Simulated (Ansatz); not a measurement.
Ansatz (an electronic-structure program) input:
A basis named .json is the Basis Set Exchange file of that set.

Ansatz 0.2 input:
```yaml
crystal:
  periodic: [false, false, false]
  atoms:
    - {symbol: Si, position_ang: [0.04395211, -0.05767862, 0.02753163]}
    - {symbol: O, position_ang: [-0.65489506, -1.35585896, 0.71394472]}
    - {symbol: N, position_ang: [-1.42894126, 0.85620342, -0.17052083]}
    - {symbol: N, position_ang: [1.12855003, 0.93588665, 0.89662770]}
    - {symbol: N, position_ang: [0.82442656, -0.50307229, -1.41261033]}
    - {symbol: H, position_ang: [-2.11997761, 0.50046510, -0.81616338]}
    - {symbol: H, position_ang: [-1.88123916, 1.27576735, 0.63015688]}
    - {symbol: H, position_ang: [2.07760606, 0.62466943, 1.03164113]}
    - {symbol: H, position_ang: [0.81969264, 1.49603984, 1.67536114]}
    - {symbol: H, position_ang: [0.61864332, -1.36663448, -1.88428199]}
    - {symbol: H, position_ang: [1.44085818, 0.10094068, -1.92819021]}
basis:
  gaussian:
    orbitals: aug-cc-pV_D+d_Z.json
magnetization: {spin_polarized: true, initial_magnetization: 1}
correlation: {method: ccsd_t, electrons: outside_noble_gas}
output: {forces: true}
```

Question: What final total energy does it print?

Answer: -531.65657 Eh (CCSD(T)/aug-cc-pV(D+d)Z). The basis has 178 functions.

It need not be the lowest isomer of its formula.
